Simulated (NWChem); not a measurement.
# AlHSeF2; SMILES [F][Al]([F])[SeH]

```xyz
5

Al     0.0022    -0.9862     0.0000
F     -1.3973    -1.8653     0.0000
F      1.4469    -1.7916     0.0000
Se    -0.0734     1.2958     0.0000
H      1.3979     1.3503     0.0000
```
Atoms are numbered in this order, from 1.

Computed with NWChem. Pople sets run with spherical d functions. Coordinates come from a PBE0/def2-SVP optimisation. GIAO values for the isolated, static molecule; σ is the absolute isotropic shielding, δ = σ(reference) − σ with the isolated reference molecule computed at the same levels (19F: trichlorofluoromethane, 1H: tetramethylsilane). Spin-orbit effects, on the heavy nuclei and on their neighbours, are missing.

```tsv
level	σ Al1 (ppm)	δ F2 (ppm)	δ F3 (ppm)	σ Se4 (ppm)	δ H5 (ppm)
LDA (Slater exchange, VWN5)/pcSseg-1	414.2	-160.9	-157.8	2305.9	0.53
Hartree-Fock/6-31G*	532.6	-103.2	-101.9	2505.9	0.32
PBE0/pcSseg-1	447.7	-153.1	-151.4	2361.3	0.35
```
